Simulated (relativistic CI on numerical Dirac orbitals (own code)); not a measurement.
Hyperfine structure of Pb XLVII, mass number 207

Method of calculation: Dirac-Coulomb-Breit CI, KLI orbitals optimised for each configuration, model QED (radiative potential, 1s self-energy scaled to tabulated hydrogen-like ionisation energies), unscaled Slater integrals (own radial code, finite nucleus).

CI space (outside the closed core [Ar] 3d10): 4s²4p⁶, 4s²4p⁵4d, 4s4p⁶4d, 4s²4p⁵4f, 4s4p⁶4f, 4p⁶4d4f, 4s²4p⁵5s, 4p⁶4d², 4p⁵4d³, 4p⁵4d²4f, 4p⁵4d²5s, 4p⁶4f², 4p⁵4d4f², 4p⁵4f³, 4p⁵4f²5s. Double excitations out of closed p, d and f shells are left out; levels of such configurations are missing from the list, as are those of other unlisted configurations, and high levels can miss mixing partners.

Nuclear spin I = 1/2, μ = 0.5906 μN (tables of Stone and Pyykkö). The electronic factors are computed for point nuclear moments, without core polarisation or the Bohr-Weisskopf and QED corrections.

```tsv
Level	E (10³ cm⁻¹)	A (GHz)
4s²4p⁵4d ³P°1	1476.0	67.81
4s²4p⁵4d ³F°3	1499.3	76.82
4s²4p⁵4d ³D°2	1513.4	76.69
4s²4p⁵4d ³F°4	1735.4	50.95
4s²4p⁵4d ³D°3	1811.3	44.06
4s²4p⁵4d ³F°2	2774.7	307
4s²4p⁵4d ¹P°1	2973.5	-201.5
4s²4p⁵4f ³D1	3480.4	-129.5
```

Levels with J = 0, under 50 % of one LS term, or S terms without an open s electron are left out. Small factors come from cancelling terms and can be off by tens of per cent or more.

At this charge energies of transitions that change n are usually good to better than 1 %, and those within a shell (Δn = 0) to a few per cent.

Q: Give the hyperfine levels of 4s²4p⁵4d ³F°2 relative to its centre of gravity.

A: With K = F(F + 1) − I(I + 1) − J(J + 1), E = AK/2: F = 3/2: -460.5, F = 5/2: 307 GHz.

LS names give the leading component of a level, which can be under half, so a name can repeat, a term be missing and a line seem to break the LS rules.
